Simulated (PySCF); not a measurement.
UHF on La⁻ (lanthanum, charge -1), [Xe] 5d2 6s2, high-spin 3F determinant. All numbers are calculated (PySCF 2.14, the spin-free X2C one-electron Hamiltonian (Gaussian nucleus), in x2c-TZVPPall with one added diffuse shell each of s, p, d type (12s8p8d3f1g, 106 functions)).

```
cycle= 1 E= -8489.25365978348  delta_E= -0.00447  |g|= 0.0217  |ddm|= 0.0606
cycle= 2 E= -8489.25410848708  delta_E= -0.000449  |g|= 0.00817  |ddm|= 0.0197
cycle= 3 E= -8489.25419350094  delta_E= -8.5e-05  |g|= 0.00171  |ddm|= 0.0169
cycle= 4 E= -8489.25419850932  delta_E= -5.01e-06  |g|= 0.00072  |ddm|= 0.00909
cycle= 5 E= -8489.25419952985  delta_E= -1.02e-06  |g|= 0.000204  |ddm|= 0.00682
cycle= 6 E= -8489.25419986492  delta_E= -3.35e-07  |g|= 7.34e-05  |ddm|= 0.00776
cycle= 7 E= -8489.25419993687  delta_E= -7.19e-08  |g|= 3.81e-05  |ddm|= 0.00469
cycle= 8 E= -8489.25419996889  delta_E= -3.2e-08  |g|= 2.27e-05  |ddm|= 0.00387
cycle= 9 E= -8489.25419998497  delta_E= -1.61e-08  |g|= 4.73e-06  |ddm|= 0.00426
cycle= 10 E= -8489.25419998534  delta_E= -3.77e-10  |g|= 5.96e-07  |ddm|= 0.000629
converged SCF energy = -8489.25419998534  <S^2> = 2.3922791  2S+1 = 3.2510178
```

Highest occupied orbital energy: 0.113 eV; ⟨L²⟩ = 12.10; populations by l: s 12.00, p 24.00, d 22.00, f 0.00.

Can this result be used?

With care. The run converged. Spin-orbit coupling, absent here, splits the open shell strongly. ⟨S²⟩ = 2.39 against 2.00 shows spin contamination. At UHF the highest occupied level has a positive energy, so only the finite basis holds that electron.
